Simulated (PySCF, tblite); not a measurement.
Isomers of C7H13N3. Computed with GFN2-xTB (tblite): harmonic, unscaled wavenumbers at the GFN2-xTB geometry, gas phase. This tight-binding method is rough: wavenumbers can miss measured ones by several per cent, in bad cases by 10 to 20. One conformer each.

Electronic energies: PBE0/pcSseg-1 single points on the GFN2-xTB geometries (PySCF, gas phase).

```csv
SMILES,"electronic energy, lowest = 0 (kcal/mol)"
CC[C@H](C)n1nncc1C,1.8
CCCCn1nncc1C,3.8
Cc1cnnn1C(C)(C)C,4.4
CCc1nnn(CC)c1C,0.0
```

Problem. How do GFN2-xTB zero-point energies change the relative energies?

Solution. 
```csv
SMILES,ZPE (kcal/mol),of it from modes above 1550 cm⁻¹,electronic (kcal/mol),"with ZPE, lowest = 0 (kcal/mol)",lowest mode (cm⁻¹),rings
CCc1nnn(CC)c1C,123.1,58.3,0.0,0.0,45,1
CC[C@H](C)n1nncc1C,123.3,58.6,1.8,2.0,24,1
CCCCn1nncc1C,123.5,58.3,3.8,4.2,38,1
Cc1cnnn1C(C)(C)C,123.1,56.8,4.4,4.4,50,1
```

The zero-point energies span 0.4 kcal/mol, from `Cc1cnnn1C(C)(C)C` to `CCCCn1nncc1C`. The order is unchanged.

Problem. And how do the electronic energies of GFN2-xTB itself compare?

Solution. `CCc1nnn(CC)c1C` 0.0; `CC[C@H](C)n1nncc1C` 1.4; `CCCCn1nncc1C` 4.1; `Cc1cnnn1C(C)(C)C` 1.6 kcal/mol, lowest = 0. Against the energies above, taken from the same isomer `CCc1nnn(CC)c1C`, the largest difference is 2.8 kcal/mol.

Problem. What do entropy and thermal enthalpy add at 298.15 K and 1 bar (rigid rotor, harmonic oscillator, one conformer each)?

Solution. 
```csv
SMILES,point group,symmetry number,S (cal/(mol K)),H − H(0) (kcal/mol),ZPE + H − H(0) − TS (kcal/mol)
CCc1nnn(CC)c1C,C1,1,105.2,7.66,99.4
CCCCn1nncc1C,C1,1,104.4,7.43,99.8
Cc1cnnn1C(C)(C)C,C1,1,99.5,7.34,100.8
```

Not tabulated: `CC[C@H](C)n1nncc1C` (lowest mode only 24 cm⁻¹).
